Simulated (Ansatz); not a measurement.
Saddle point of Si2NH10F, singlet (Si₂H₆ ([SiH3][SiH3]) + NH₃ + HF → Si₂H₅F ([F][SiH2][SiH3]) + NH₃ + H₂; bonds formed: Si1–F7, H2–H8, H6–N9; bonds broken: Si1–H2, H6–F7, H8–N9), PBE0-D4/def2-TZVP structure:

Si1  (-0.354, -1.298, 0.677)
H2  (0.714, -0.229, 1.285)
H3  (-0.858, -2.647, 0.233)
H4  (-0.815, -1.422, 2.118)
Si5  (-1.792, 0.368, -0.137)
H6  (1.701, -0.015, -1.024)
F7  (0.888, -1.499, -0.543)
H8  (1.297, 0.558, 0.420)
N9  (1.733, 0.896, -0.537)
H10  (-2.072, 1.407, 0.898)
H11  (-1.119, 1.133, -1.251)
H12  (-3.096, -0.076, -0.705)
H13  (1.103, 1.554, -0.988)
H14  (2.671, 1.270, -0.447)
(Å)

Energies are electronic, without zero-point energy. Barriers and step energies count from the start structure reached by relaxing down the imaginary mode; all methods use the PBE0-D4 structures, on which another method's saddle can fall below an end. Computed with Ansatz 0.2.0 (basis: def2-TZVPP, with def2-QZVPP for the basis limit); correlated methods freeze the cores. B3LYP uses VWN-RPA correlation. Extrapolation: Hartree–Fock as exp(−7.88 √X), correlation as X^−2.97.

| method | barrier (kJ/mol) | step energy (kJ/mol) |
| --- | --- | --- |
| SPW92 | 61.2 | -19.0 |
| PBE-D4 | 93.7 | -37.8 |
| BLYP-D4 | 106.8 | -52.2 |
| r2SCAN-D4 | 96.9 | -49.2 |
| B97M-V | 93.3 | -54.6 |
| PBE0-D4 | ? | -40.2 |
| B3LYP-D4 | 112.4 | -52.0 |
| r2SCAN0-D4 | 104.4 | -48.5 |
| BHLYP-D4 | ? | -56.2 |
| CAM-B3LYP-D4 | 113.7 | -49.7 |
| wB97X-V | 116.0 | -50.7 |
| wB97M-V | 111.0 | -53.4 |
| B2PLYP | 119.6 | -51.8 |
| PBE-QIDH | ? | -46.3 |
| RPA on PBE | 128.1 | -53.3 |
| HF | 162.1 | -66.7 |
| MP2 | 121.2 | -54.8 |
| CCSD | 130.0 | -52.5 |
| CCSD(T) | 123.4 | -51.2 |

(1) Fill in the withheld barriers. (To be estimated.)

The T1 diagnostic stays at or below 0.013.

Results:

(1) Computed: PBE-QIDH 112.5; BHLYP-D4 121.9; PBE0-D4 102.9 kJ/mol. Each is the energy of the saddle less that of the start structure, by the same method.

For comparison, the barrier by CCSD(T) at an estimated basis limit (MP2 extrapolated from triple and quadruple zeta, plus CCSD(T) − MP2 in triple zeta) is 117.2 kJ/mol.

Labels in which every atom is bracketed show which atoms are joined, not bond orders.

For scale, one of the runs: CCSD(T)/def2-TZVPP, 286 basis functions, launched by `ansatz run in.yaml --threads 8 --pin off --events-out ev --progress --plain --max-ram 19148MiB`. The run took 99 s on 8 CPU threads of an Arm Neoverse V2 (shared host), with 8.4 GiB of host memory at its peak.
